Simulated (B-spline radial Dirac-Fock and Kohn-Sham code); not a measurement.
**Dipole and non-dipole photoemission parameters of La 3d5/2**

System: atomic lanthanum, configuration [Xe] 5d1 6s2; threshold 836.0 eV (tabulated edge). Method: Dirac-Hartree-Slater photoionisation with a Latter tail; cross sections with all multipoles, angular parameters from the dipole term and its interference with E2. Computed with a B-spline atomic structure program.

The run's input, task.json:

```json
{"items": [{
  "Z": 57,
  "q": 0,
  "cfg": [[1, 0, 2], [2, 0, 2], [2, 1, 6], [3, 0, 2], [3, 1, 6], [3, 2, 10], [4, 0, 2], [4, 1, 6], [4, 2, 10], [5, 0, 2], [5, 1, 6], [5, 2, 1], [6, 0, 2]],
  "A": 139,
  "rrms": 4.855,
  "do": "xps",
  "hv": [65.1, 80, 84.4, 88.3, 108.0, 122.0, 133.0, 134.0, 136.0, 200, 300, 327.0, 390.0, 400, 600, 619.0, 1000, 1010.0, 1220.0, 1470.0, 2000, 2530.0, 3100.0, 3110.0, 3590.0, 4550.0, 4930.0, 8047.8, 8320.0, 13800.0],
  "edges": {"K": 38925.0, "L1": 6266.0, "L2": 5891.0, "L3": 5483.0, "M1": 1362.0, "M2": 1209.0, "M3": 1128.0, "M4": 853.0, "M5": 836.0, "N1": 274.7, "N2": 205.8, "N3": 196.0, "N4": 105.3, "N5": 102.5}
}]}
```

Run with: `python xray2_run.py task.json out`

For linearly polarised light dσ/dΩ = σ/(4π) [1 + β P₂(cos θ) + (δ + γ cos²θ) sin θ cos φ], with θ from the polarisation vector and φ the angle between the beam and the projection of the electron momentum on the plane normal to the polarisation.

```tsv
hν (eV)	σ (kb)	β	γ	δ
1000	983	0.581	-0.098	-0.006
1010	961	0.602	-0.102	-0.005
1220	619	0.915	-0.107	0.014
1470	385	1.087	-0.034	0.031
2000	164	1.208	0.171	0.053
2530	82.3	1.224	0.365	0.070
3100	44.0	1.204	0.546	0.087
3110	43.6	1.204	0.549	0.088
3590	?	?	?	?
4550	12.7	1.110	0.894	0.130
4930	9.72	1.084	0.966	0.141
8047.8	1.75	0.902	1.385	0.233
8320	1.55	0.889	1.412	0.241
13800	0.233	0.690	1.783	0.394
```

Question: Give the values at 3590 eV.

Answer: σ = 27.6 kb, β = 1.175, γ = 0.679, δ = 0.102.
